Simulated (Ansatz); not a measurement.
Ansatz (a first-principles code) input (RI-MP2/def2-TZVPPD):
A basis named .json is the Basis Set Exchange file of that set.

Ansatz 0.2 input:
```yaml
crystal:
  periodic: [false, false, false]
  atoms:
    - {symbol: Hg, position_ang: [-0.00000000, -0.00000000, -0.39797072]}
    - {symbol: Cl, position_ang: [0.00000000, 0.00000000, 1.87280339]}
basis:
  gaussian:
    orbitals: def2-TZVPPD.json
    fitting: {mean_field: def2-universal-jkfit, correlation: def2-TZVPPD-RIFIT.json}
magnetization: {spin_polarized: true, initial_magnetization: 1}
correlation: {method: mp2, electrons: outside_noble_gas}
```

Output:

```
Functional definition: HF
integrals: 0.04 GiB planned
375 factors; integrals over basis functions are off by at most 1.4e0 eV
332 factors; integrals over basis functions are off by at most 9.3e-1 eV
mean field: 0.23 GiB planned
mean field evaluation 1: about -16653.7049 eV, gradient 1.1e1 eV
mean field evaluation 2: about -16654.4692 eV, gradient 7.2e0 eV
mean field evaluation 4: about -16654.7482 eV, gradient 8.4e-1 eV
mean field evaluation 8: about -16654.7653 eV, gradient 2.2e-6 eV
mean field -16654.76531093 eV, -612.0513361714 hartree, gradient 2.2e-6 eV, S^2 0.765451; 0 other end points of the search recorded, 0 dependent functions left out
9 core orbitals not correlated
reference -16654.76531093 eV, -612.0513361714 hartree; 10, 9 occupied and 94, 95 virtual orbitals, 332 factors
second order -16.50170398 eV of doubles, -0.00000000 eV of singles
Total energy: -16671.26701492 eV, -612.6577626075 hartree
```

This state (charge 0, doublet) is run at the relaxed geometry of the species with charge 1 and multiplicity 1.
